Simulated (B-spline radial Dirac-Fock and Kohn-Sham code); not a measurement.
Binding energies of Ba⁵⁰⁺ at several levels of theory

System: barium as Ba⁵⁰⁺ in the configuration [He] 2s2 2p2.

The density-functional columns are spherical, spin-unpolarised Dirac-Kohn-Sham results without Breit or QED terms: −ε is minus the orbital energy of the initial state and ΔSCF the difference of two total energies. The reference in the last column comes from Dirac-Fock (average of configuration) total-energy differences with a finite nucleus, the Breit interaction including its frequency dependence, and self-energy and vacuum-polarisation corrections. All numbers are from a radial atomic solver, in eV; a selection of levels is shown. For the 1s level of heavy atoms much of the gap between ΔSCF and the reference is the Breit and QED part, -125.9 eV here; for other levels the error of the functional can be larger.

```
level   LDA −ε  LDA ΔSCF  Dirac-Fock
    K  41806.0   42250.7     42115.1
   L1   9828.2    9937.6      9922.2
 L2,3   9352.9    9480.1      9477.4
```

Values without a named source are computed, but for edge energies of neutral atoms, which are taken from tables.
